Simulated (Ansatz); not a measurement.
`[Cl][SnH]([Cl])[Cl]` + `[CH3][Al]([OH])[CH2]F` → `[CH3][Sn]([Cl])([Cl])[Cl]` + `[OH][AlH][CH2]F`  (redistribution)

Calculated with Ansatz (gas phase, PBE0-D4/def2-TZVP geometries, no zero-point term in ΔE). CBS: MP2 limit from def2 TZ/QZ plus the TZ coupled-cluster correction, frozen cores. Functionals use def2-TZVPP. Elements past krypton have def2 core potentials. For Sn outer-core shells are correlated without core-valence functions, which leaves a few kJ/mol of doubt a bond. One conformer a species, not always the lowest.

```tsv
level	ΔE (kcal/mol)
r2SCAN-D4	0.3
r2SCAN	0.4
HF/def2-TZVPP	-0.8
MP2/def2-TZVPP	-2.4
CCSD/def2-TZVPP	-1.1
MP2/def2-QZVPP	-2.5
MP2/CBS(def2)	-2.7
CCSD/CBS(def2)	-1.4
```

(1) What does CCSD(T)/CBS give? (Estimate.)

Largest T1 diagnostic among the species: 0.012.

Answers

(1) Ansatz gave: -1.6 kcal/mol. The listed levels differ from it by 1.9, 2.0, 0.8, -0.8, 0.5, -0.9, -1.1, 0.2 kcal/mol.

The D4 term adds −0.8 kcal/mol with B3LYP and −0.4 kcal/mol with PBE0; it sums over pairs of atoms, weighted by their polarisabilities, and B3LYP, whose exchange is more repulsive, gets the larger term.

B3LYP here is the variant with VWN-RPA as its local correlation; programs differ in this.
